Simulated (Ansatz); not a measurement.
Born–Oppenheimer molecular dynamics of a periodic cell of 19 atoms, Al$_{18}$In (surface Al(111), adsorbate In). It starts from a partly relaxed structure (largest force component 0.07 eV/Å).

The calculation used DFT PBE, scalar-relativistic, plane waves, PAW in Ansatz 0.2.0. Settings: accuracy low, PAW set soft_1, cutoff 420 eV, k mesh 3x2x1, fermi-dirac smearing 0.05 eV, no spin polarisation.

| Property | Result |
| --- | --- |
| ensemble | NVT, Nosé–Hoover chain |
| time step | 2 fs |
| steps asked | 110 |
| set temperature | 300 K |
| thermostat | time constant 200 fs, chain length 3 |
| atoms held | 1 to 6 |
| seed | 705489 |

Frames 10 fs apart, positions in Å, forces in eV/Å.

Velocities at 20 fs (Å/ps):

```
Al 0.00 0.00 0.00
Al 0.00 0.00 0.00
Al 0.00 0.00 0.00
Al 0.00 0.00 0.00
Al 0.00 0.00 0.00
Al 0.00 0.00 0.00
Al -0.45 0.31 3.62
Al -0.47 -0.83 1.23
Al -0.55 -1.37 0.16
Al -1.25 -1.11 -0.89
Al -2.41 0.60 -2.55
Al -2.25 2.73 0.87
Al 2.42 4.03 3.39
Al 1.66 -0.99 1.22
Al -1.00 -1.11 4.34
Al -4.13 0.04 2.07
Al 2.21 -0.56 0.76
Al -0.12 2.61 6.33
In -1.87 0.13 -1.33
```

```xyz
19
Lattice="5.7276 0.0000 0.0000 4.2957 7.4403 0.0000 0.0000 0.0000 15.6765" Properties=species:S:1:pos:R:3:forces:R:3 time_fs=20 energy_less_start_eV=0.220 T=170
Al 1.432 0.827 1.000 -0.07 0.00 -0.05
Al 4.296 0.827 1.000 0.08 0.01 -0.01
Al 2.864 3.307 1.000 0.00 0.03 -0.10
Al 5.728 3.307 1.000 -0.02 0.00 -0.01
Al 4.296 5.787 1.000 0.01 0.00 -0.07
Al 7.160 5.787 1.000 -0.09 -0.03 -0.02
Al 0.007 1.652 3.452 -0.17 0.14 -0.13
Al 2.860 1.630 3.394 0.09 0.06 0.21
Al 1.440 4.077 3.361 -0.17 0.28 0.34
Al 4.256 4.090 3.314 0.21 0.28 0.39
Al 2.809 6.631 3.273 0.17 -0.18 0.46
Al 5.698 6.687 3.377 -0.02 -0.52 0.27
Al 0.104 0.178 5.726 -0.22 -0.51 -0.12
Al 2.906 -0.013 5.824 0.12 -0.03 -0.12
Al 1.415 2.416 5.866 0.08 0.63 -0.22
Al 4.193 2.492 5.846 0.32 -0.01 -0.18
Al 2.879 4.878 5.703 -0.35 -0.08 -0.49
Al 5.699 5.003 5.952 0.05 -0.17 -0.38
In 3.557 6.215 8.037 -0.03 0.10 0.23
19
Lattice="5.7276 0.0000 0.0000 4.2957 7.4403 0.0000 0.0000 0.0000 15.6765" Properties=species:S:1:pos:R:3:forces:R:3 time_fs=30 energy_less_start_eV=0.328 T=106
Al 1.432 0.827 1.000 -0.08 0.01 0.00
Al 4.296 0.827 1.000 0.09 0.03 0.01
Al 2.864 3.307 1.000 -0.02 0.03 -0.08
Al 5.728 3.307 1.000 -0.02 0.00 0.03
Al 4.296 5.787 1.000 0.01 -0.01 -0.05
Al 7.160 5.787 1.000 -0.11 -0.04 -0.02
Al 0.000 1.658 3.485 -0.18 0.14 -0.19
Al 2.856 1.623 3.410 0.07 0.09 0.19
Al 1.431 4.069 3.369 -0.17 0.33 0.34
Al 4.248 4.084 3.313 0.22 0.32 0.41
Al 2.788 6.633 3.257 0.22 -0.22 0.52
Al 5.675 6.704 3.391 -0.01 -0.61 0.27
Al 0.124 0.208 5.757 -0.29 -0.64 -0.15
Al 2.925 -0.023 5.834 0.10 0.00 -0.14
Al 1.406 2.417 5.905 0.11 0.77 -0.26
Al 4.158 2.492 5.863 0.43 -0.03 -0.19
Al 2.894 4.871 5.702 -0.41 -0.05 -0.54
Al 5.699 5.026 6.008 0.07 -0.23 -0.46
In 3.538 6.216 8.025 -0.05 0.11 0.30
19
Lattice="5.7276 0.0000 0.0000 4.2957 7.4403 0.0000 0.0000 0.0000 15.6765" Properties=species:S:1:pos:R:3:forces:R:3 time_fs=40 energy_less_start_eV=0.330 T=105
Al 1.432 0.827 1.000 -0.07 0.00 0.08
Al 4.296 0.827 1.000 0.08 0.04 0.07
Al 2.864 3.307 1.000 -0.02 0.03 -0.01
Al 5.728 3.307 1.000 -0.02 0.00 0.09
Al 4.296 5.787 1.000 0.01 -0.01 0.00
Al 7.160 5.787 1.000 -0.13 -0.05 0.01
Al -0.014 1.668 3.512 -0.12 0.09 -0.25
Al 2.856 1.619 3.432 0.01 0.10 0.10
Al 1.417 4.072 3.388 -0.14 0.30 0.24
Al 4.247 4.089 3.326 0.19 0.30 0.31
Al 2.775 6.628 3.258 0.22 -0.20 0.47
Al 5.652 6.700 3.413 0.02 -0.55 0.19
Al 0.134 0.216 5.783 -0.22 -0.56 -0.18
Al 2.947 -0.034 5.839 0.05 0.05 -0.13
Al 1.401 2.446 5.935 0.04 0.66 -0.28
Al 4.138 2.491 5.874 0.50 -0.04 -0.15
Al 2.895 4.863 5.681 -0.38 0.04 -0.43
Al 5.701 5.041 6.048 0.06 -0.25 -0.47
In 3.519 6.219 8.015 -0.08 0.06 0.33
19
Lattice="5.7276 0.0000 0.0000 4.2957 7.4403 0.0000 0.0000 0.0000 15.6765" Properties=species:S:1:pos:R:3:forces:R:3 time_fs=50 energy_less_start_eV=0.270 T=142
Al 1.432 0.827 1.000 -0.06 -0.01 0.17
Al 4.296 0.827 1.000 0.07 0.03 0.15
Al 2.864 3.307 1.000 -0.02 0.04 0.09
Al 5.728 3.307 1.000 -0.02 0.00 0.17
Al 4.296 5.787 1.000 0.01 -0.01 0.06
Al 7.160 5.787 1.000 -0.14 -0.04 0.08
Al -0.032 1.682 3.530 -0.02 -0.01 -0.30
Al 2.856 1.619 3.458 -0.08 0.08 -0.04
Al 1.397 4.086 3.417 -0.10 0.20 0.06
Al 4.253 4.105 3.349 0.13 0.19 0.11
Al 2.770 6.616 3.277 0.18 -0.11 0.32
Al 5.629 6.676 3.443 0.09 -0.38 0.05
Al 0.136 0.205 5.803 -0.06 -0.31 -0.22
Al 2.971 -0.042 5.839 -0.03 0.09 -0.08
Al 1.398 2.497 5.955 -0.07 0.35 -0.28
Al 4.136 2.489 5.880 0.50 -0.02 -0.08
Al 2.882 4.855 5.646 -0.28 0.15 -0.17
Al 5.705 5.046 6.071 0.00 -0.24 -0.44
In 3.499 6.222 8.008 -0.11 -0.02 0.34
19
Lattice="5.7276 0.0000 0.0000 4.2957 7.4403 0.0000 0.0000 0.0000 15.6765" Properties=species:S:1:pos:R:3:forces:R:3 time_fs=60 energy_less_start_eV=0.242 T=160
Al 1.432 0.827 1.000 -0.04 -0.03 0.27
Al 4.296 0.827 1.000 0.05 0.02 0.24
Al 2.864 3.307 1.000 -0.01 0.04 0.21
Al 5.728 3.307 1.000 -0.02 0.01 0.24
Al 4.296 5.787 1.000 0.01 0.00 0.13
Al 7.160 5.787 1.000 -0.14 -0.02 0.15
Al -0.051 1.695 3.538 0.10 -0.10 -0.34
Al 2.852 1.621 3.483 -0.16 0.06 -0.18
Al 1.374 4.107 3.447 -0.05 0.05 -0.18
Al 4.264 4.128 3.377 0.05 0.02 -0.14
Al 2.771 6.600 3.307 0.11 0.03 0.10
Al 5.610 6.639 3.475 0.18 -0.12 -0.12
Al 0.136 0.182 5.816 0.10 -0.04 -0.24
Al 2.994 -0.048 5.836 -0.12 0.12 -0.02
Al 1.392 2.561 5.966 -0.15 -0.04 -0.25
Al 4.152 2.486 5.883 0.40 0.04 0.00
Al 2.860 4.854 5.604 -0.11 0.26 0.18
Al 5.710 5.044 6.079 -0.07 -0.19 -0.37
In 3.478 6.225 8.004 -0.13 -0.11 0.33
19
Lattice="5.7276 0.0000 0.0000 4.2957 7.4403 0.0000 0.0000 0.0000 15.6765" Properties=species:S:1:pos:R:3:forces:R:3 time_fs=70 energy_less_start_eV=0.284 T=137
Al 1.432 0.827 1.000 -0.03 -0.04 0.34
Al 4.296 0.827 1.000 0.03 0.01 0.31
Al 2.864 3.307 1.000 0.00 0.04 0.30
Al 5.728 3.307 1.000 -0.02 0.02 0.28
Al 4.296 5.787 1.000 0.00 0.00 0.19
Al 7.160 5.787 1.000 -0.13 0.00 0.22
Al -0.066 1.705 3.534 0.17 -0.18 -0.36
Al 2.844 1.626 3.502 -0.19 0.05 -0.29
Al 1.349 4.130 3.470 0.01 -0.11 -0.41
Al 4.276 4.152 3.399 -0.07 -0.18 -0.34
Al 2.776 6.585 3.341 0.04 0.18 -0.13
Al 5.597 6.598 3.503 0.27 0.16 -0.28
Al 0.140 0.157 5.820 0.20 0.17 -0.24
Al 3.013 -0.049 5.833 -0.19 0.15 0.04
Al 1.381 2.625 5.968 -0.14 -0.40 -0.20
Al 4.182 2.485 5.885 0.25 0.09 0.05
Al 2.833 4.861 5.569 0.08 0.30 0.50
Al 5.712 5.034 6.073 -0.16 -0.08 -0.28
In 3.455 6.227 8.003 -0.14 -0.16 0.33
19
Lattice="5.7276 0.0000 0.0000 4.2957 7.4403 0.0000 0.0000 0.0000 15.6765" Properties=species:S:1:pos:R:3:forces:R:3 time_fs=80 energy_less_start_eV=0.348 T=102
Al 1.432 0.827 1.000 -0.01 -0.05 0.39
Al 4.296 0.827 1.000 0.01 0.00 0.34
Al 2.864 3.307 1.000 0.02 0.04 0.35
Al 5.728 3.307 1.000 -0.03 0.01 0.28
Al 4.296 5.787 1.000 -0.01 0.00 0.22
Al 7.160 5.787 1.000 -0.12 0.02 0.26
Al -0.076 1.708 3.517 0.19 -0.22 -0.34
Al 2.828 1.632 3.510 -0.16 0.04 -0.33
Al 1.324 4.149 3.480 0.12 -0.23 -0.52
Al 4.287 4.169 3.410 -0.21 -0.36 -0.44
Al 2.782 6.576 3.370 -0.02 0.31 -0.31
Al 5.593 6.562 3.521 0.33 0.40 -0.40
Al 0.150 0.139 5.815 0.22 0.29 -0.20
Al 3.025 -0.045 5.831 -0.22 0.19 0.07
Al 1.365 2.674 5.962 -0.04 -0.67 -0.17
Al 4.222 2.487 5.890 0.07 0.11 0.03
Al 2.809 4.879 5.551 0.22 0.23 0.66
Al 5.708 5.022 6.057 -0.23 0.06 -0.20
In 3.432 6.228 8.004 -0.12 -0.17 0.31
19
Lattice="5.7276 0.0000 0.0000 4.2957 7.4403 0.0000 0.0000 0.0000 15.6765" Properties=species:S:1:pos:R:3:forces:R:3 time_fs=90 energy_less_start_eV=0.356 T=99
Al 1.432 0.827 1.000 0.00 -0.05 0.38
Al 4.296 0.827 1.000 -0.01 0.01 0.33
Al 2.864 3.307 1.000 0.02 0.03 0.36
Al 5.728 3.307 1.000 -0.04 0.01 0.24
Al 4.296 5.787 1.000 -0.02 0.00 0.22
Al 7.160 5.787 1.000 -0.09 0.04 0.26
Al -0.079 1.704 3.487 0.15 -0.22 -0.26
Al 2.807 1.640 3.506 -0.08 0.04 -0.30
Al 1.303 4.161 3.472 0.27 -0.29 -0.47
Al 4.289 4.174 3.406 -0.35 -0.42 -0.40
Al 2.788 6.578 3.389 -0.04 0.35 -0.38
Al 5.602 6.539 3.524 0.33 0.53 -0.45
Al 0.168 0.130 5.803 0.16 0.33 -0.13
Al 3.030 -0.034 5.831 -0.22 0.23 0.08
Al 1.347 2.701 5.950 0.12 -0.78 -0.17
Al 4.264 2.492 5.896 -0.12 0.09 -0.03
Al 2.793 4.905 5.556 0.25 0.07 0.59
Al 5.695 5.012 6.034 -0.26 0.17 -0.15
In 3.407 6.228 8.008 -0.08 -0.12 0.29
19
Lattice="5.7276 0.0000 0.0000 4.2957 7.4403 0.0000 0.0000 0.0000 15.6765" Properties=species:S:1:pos:R:3:forces:R:3 time_fs=100 energy_less_start_eV=0.287 T=143
Al 1.432 0.827 1.000 0.02 -0.05 0.33
Al 4.296 0.827 1.000 -0.03 0.01 0.28
Al 2.864 3.307 1.000 0.02 0.03 0.30
Al 5.728 3.307 1.000 -0.04 -0.01 0.16
Al 4.296 5.787 1.000 -0.04 0.00 0.19
Al 7.160 5.787 1.000 -0.07 0.05 0.23
Al -0.077 1.692 3.448 0.07 -0.19 -0.13
Al 2.783 1.649 3.493 0.03 0.04 -0.20
Al 1.292 4.162 3.446 0.39 -0.26 -0.29
Al 4.280 4.164 3.388 -0.40 -0.35 -0.25
Al 2.793 6.592 3.395 -0.02 0.29 -0.33
Al 5.622 6.535 3.512 0.25 0.51 -0.42
Al 0.192 0.133 5.786 0.05 0.28 -0.06
Al 3.027 -0.015 5.834 -0.18 0.25 0.05
Al 1.334 2.700 5.931 0.29 -0.70 -0.19
Al 4.302 2.501 5.900 -0.29 0.05 -0.11
Al 2.784 4.934 5.581 0.18 -0.13 0.31
Al 5.674 5.007 6.005 -0.21 0.20 -0.14
In 3.381 6.226 8.015 -0.02 -0.02 0.27
19
Lattice="5.7276 0.0000 0.0000 4.2957 7.4403 0.0000 0.0000 0.0000 15.6765" Properties=species:S:1:pos:R:3:forces:R:3 time_fs=110 energy_less_start_eV=0.195 T=202
Al 1.432 0.827 1.000 0.02 -0.04 0.22
Al 4.296 0.827 1.000 -0.05 0.00 0.19
Al 2.864 3.307 1.000 0.01 0.02 0.19
Al 5.728 3.307 1.000 -0.05 -0.01 0.05
Al 4.296 5.787 1.000 -0.06 0.00 0.14
Al 7.160 5.787 1.000 -0.04 0.05 0.17
Al -0.073 1.673 3.404 -0.01 -0.11 0.03
Al 2.759 1.660 3.471 0.15 0.02 -0.05
Al 1.294 4.154 3.410 0.40 -0.16 -0.04
Al 4.256 4.142 3.360 -0.32 -0.16 -0.02
Al 2.798 6.616 3.389 0.03 0.14 -0.18
Al 5.651 6.549 3.485 0.13 0.34 -0.29
Al 0.219 0.145 5.767 -0.09 0.16 0.00
Al 3.017 0.014 5.839 -0.11 0.24 -0.01
Al 1.331 2.675 5.905 0.42 -0.46 -0.22
Al 4.330 2.512 5.901 -0.42 0.02 -0.20
Al 2.782 4.958 5.618 0.05 -0.30 -0.05
Al 5.644 5.010 5.971 -0.09 0.16 -0.17
In 3.354 6.224 8.023 0.04 0.09 0.25
19
Lattice="5.7276 0.0000 0.0000 4.2957 7.4403 0.0000 0.0000 0.0000 15.6765" Properties=species:S:1:pos:R:3:forces:R:3 time_fs=120 energy_less_start_eV=0.150 T=236
Al 1.432 0.827 1.000 0.02 -0.03 0.09
Al 4.296 0.827 1.000 -0.06 -0.01 0.09
Al 2.864 3.307 1.000 -0.02 0.02 0.03
Al 5.728 3.307 1.000 -0.05 -0.01 -0.06
Al 4.296 5.787 1.000 -0.08 0.00 0.07
Al 7.160 5.787 1.000 -0.01 0.05 0.09
Al -0.069 1.650 3.361 -0.08 0.01 0.19
Al 2.741 1.672 3.448 0.25 -0.02 0.10
Al 1.310 4.141 3.373 0.26 -0.02 0.18
Al 4.221 4.114 3.332 -0.12 0.06 0.22
Al 2.803 6.646 3.377 0.07 -0.03 0.00
Al 5.685 6.574 3.447 0.00 0.10 -0.10
Al 0.242 0.164 5.748 -0.24 -0.01 0.02
Al 3.003 0.051 5.843 -0.03 0.16 -0.08
Al 1.344 2.633 5.872 0.46 -0.15 -0.22
Al 4.344 2.524 5.894 -0.44 0.01 -0.27
Al 2.782 4.972 5.654 -0.09 -0.39 -0.37
Al 5.611 5.018 5.930 0.05 0.07 -0.20
In 3.328 6.223 8.034 0.09 0.19 0.23
19
Lattice="5.7276 0.0000 0.0000 4.2957 7.4403 0.0000 0.0000 0.0000 15.6765" Properties=species:S:1:pos:R:3:forces:R:3 time_fs=130 energy_less_start_eV=0.171 T=230
Al 1.432 0.827 1.000 0.01 -0.03 -0.05
Al 4.296 0.827 1.000 -0.06 -0.04 -0.02
Al 2.864 3.307 1.000 -0.05 0.01 -0.13
Al 5.728 3.307 1.000 -0.05 0.00 -0.14
Al 4.296 5.787 1.000 -0.10 0.01 0.02
Al 7.160 5.787 1.000 0.03 0.04 0.02
Al -0.068 1.627 3.323 -0.09 0.16 0.32
Al 2.732 1.683 3.428 0.32 -0.09 0.20
Al 1.336 4.127 3.340 0.04 0.12 0.32
Al 4.181 4.087 3.310 0.15 0.25 0.40
Al 2.811 6.675 3.364 0.10 -0.20 0.13
Al 5.719 6.604 3.405 -0.11 -0.12 0.09
Al 0.257 0.183 5.729 -0.39 -0.19 0.03
Al 2.988 0.094 5.845 0.06 0.02 -0.13
Al 1.372 2.585 5.829 0.38 0.16 -0.18
Al 4.343 2.536 5.878 -0.33 0.03 -0.31
Al 2.778 4.973 5.678 -0.20 -0.38 -0.54
Al 5.579 5.028 5.882 0.17 -0.01 -0.20
In 3.301 6.224 8.048 0.12 0.26 0.18
```

Of the whole run (220 fs, mean temperature of the second half 206 K): The conserved energy stayed within 0.036 meV per atom of its start (net change 0.026 meV per atom), so the integration is sound. The mean temperature of the second half is 31 % below the set value. A run of 0.22 ps of so small a system gives no equilibrium averages. Limits of this set-up: coarse k mesh, thin slab, slab without dipole correction, low accuracy level.

The run took 11 min on 1 thread of Arm Neoverse V2 (shared host), peak memory 0.8 GiB.
